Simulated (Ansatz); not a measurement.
This geometry of Cl₂GaH₄NO (9 atoms, charge 0, multiplicity 1) is a first-order saddle point.

The calculation used RHF/def2-SVP (Ansatz 0.2.0).

```xyz
9
Properties=species:S:1:pos:R:3
Ga -0.094 0.237 0.096
N -0.106 0.091 2.043
H -0.788 -0.519 2.462
H 0.767 -0.030 2.530
Cl 1.828 0.185 -0.879
Cl -1.787 -0.691 -0.883
O -0.565 2.003 0.771
H -1.306 2.558 0.575
H -0.485 1.349 1.739
```

Which two structures does it join? (They come from a converged band through this point; their orientation in space is the band's.)

Bonds broken: O7–H9. Bonds formed: N2–H9.

Image 0:

```xyz
9
Properties=species:S:1:pos:R:3
Ga -0.054 0.108 0.372
N 0.035 -0.252 2.171
H -0.642 -0.880 2.563
H 0.931 -0.441 2.579
Cl 1.766 0.279 -0.792
Cl -1.848 -0.504 -0.710
O -0.615 2.122 0.617
H -1.342 2.466 0.113
H -0.766 2.285 1.542
```

Image 8:

```xyz
9
Properties=species:S:1:pos:R:3
Ga -0.296 0.540 0.104
N -0.091 0.126 2.128
H -0.718 -0.604 2.431
H 0.851 -0.141 2.370
Cl 1.722 0.213 -0.657
Cl -1.777 -0.926 -0.542
O -0.837 2.221 0.362
H -1.068 2.777 -0.364
H -0.323 0.975 2.622
```

How far does it lie above each of them?

0.60 eV above the first and 1.37 eV above the second. This is the barrier of this one path; another mechanism may lie lower. The orbitals stay closed-shell, which can raise the energy where a bond breaks towards radicals; this wasn't checked here.

The run took 2.6 min on 2 threads of Arm Neoverse V1 (shared host), peak memory 0.27 GiB.
